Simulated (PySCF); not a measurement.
Spectra and structures to be paired. Method: PySCF 2.14.0, density-fitted response routines, TDDFT CAM-B3LYP/def2-SVPD, vertical, gas phase, core orbitals frozen in the response. Geometries: PBE0-D3(BJ)/def2-SVP; one conformer of each isolated species. Triplets are in the Tamm–Dancoff approximation.

A. `F[SiH](F)F`
B. `[SiH3]OC1=C[O][AlH2-][O+]=C1`
C. `C[SiH2][SiH2]NC`
D. `BCBB(Cl)Cl`
E. `CC[SiH2]N[SiH3]`

Lowest singlet levels (six at most, fewer where fewer were computed) with oscillator strengths:

1. 6.19 eV (f 0.006); 7.23 eV (f 0.010); 7.41 eV (f 0.047); 7.59 eV (f 0.001); 7.75 eV (f 0.005); 7.85 eV (f 0.022); T1 5.87 eV
2. 5.73 eV (f 0.002); 6.62 eV (f 0.011); 6.78 eV (f 0.019); 6.83 eV (f 0.018); 7.12 eV (f 0.062); 7.17 eV (f 0.019); T1 5.40 eV
3. 3.74 eV (f 0.082); 4.45 eV (f 0.001); 5.13 eV (f 0.044); 5.93 eV (f 0.000); 5.95 eV (f 0.006); 6.33 eV (f 0.017); T1 2.07 eV
4. 10.66 eV (f 0.203 summed over 2 states); 11.05 eV (f 0.122); 11.39 eV (f 0.000); 11.68 eV (f 0.305); 11.81 eV (f 0.005 summed over 2 states); 11.86 eV (f 0.217 summed over 2 states) [of 10 roots; the last level is left out, as the window may have cut its degenerate partner]; T1 9.67 eV
5. 4.82 eV (f 0.007); 5.28 eV (f 0.003); 5.47 eV (f 0.011); 5.90 eV (f 0.012); 6.17 eV (f 0.002); 6.44 eV (f 0.002); T1 4.17 eV

Question: Match each spectrum to its molecule.

Answer: 1 = E, 2 = C, 3 = B, 4 = A, 5 = D.
- A: S1 at 10.66 eV, HOMO→LUMO+1/LUMO+2 (≥92%); Löwdin shares by element: HOMO hydrogen 32%, silicon 28%, fluorine 26% or more; LUMO silicon 67%, fluorine 29%; HOMO -12.96 and LUMO 1.09 eV; point group C3v, 1 of its 9 listed states under f = 0.0005.
- B: S1 at 3.74 eV, HOMO→LUMO (99%); Löwdin shares by element: HOMO oxygen 43%, carbon 20% or more (atoms not listed hold the other 37%); LUMO carbon 50% or more, oxygen 30% or more (atoms not listed hold the other 19%); HOMO -8.10 and LUMO -1.58 eV; point group Cs, 1 of its 6 listed states under f = 0.0005.
- C: S1 at 5.73 eV, HOMO→LUMO (85%), HOMO→LUMO+1 (9%); Löwdin shares by element: HOMO nitrogen 52%, silicon 12% or more, carbon 10% or more, hydrogen 8% or more (atoms not listed hold the other 18%); LUMO silicon 33%, carbon 13% or more, hydrogen 10% or more (atoms not listed hold the other 45%); HOMO -8.07 and LUMO 1.04 eV.
- D: S1 at 4.82 eV, HOMO→LUMO (86%); Löwdin shares by element: HOMO boron 43% or more, chlorine 39% (atoms not listed hold the other 18%); LUMO boron 57%, carbon 16% (atoms not listed hold the other 27%); HOMO -9.67 and LUMO -1.20 eV.
- E: S1 at 6.19 eV, HOMO→LUMO (93%); Löwdin shares by element: HOMO nitrogen 46%, silicon 20%, carbon 9% or more (atoms not listed hold the other 24%); LUMO silicon 43%, hydrogen 15% or more, nitrogen 9% (atoms not listed hold the other 33%); HOMO -8.61 and LUMO 0.91 eV.

A slash joins orbitals within 0.01 eV of each other, whose weights are summed (≥ marks a lower bound).

Without π bonds the low states are Rydberg-like; a valence basis with one diffuse set may place them up to an eV too high.
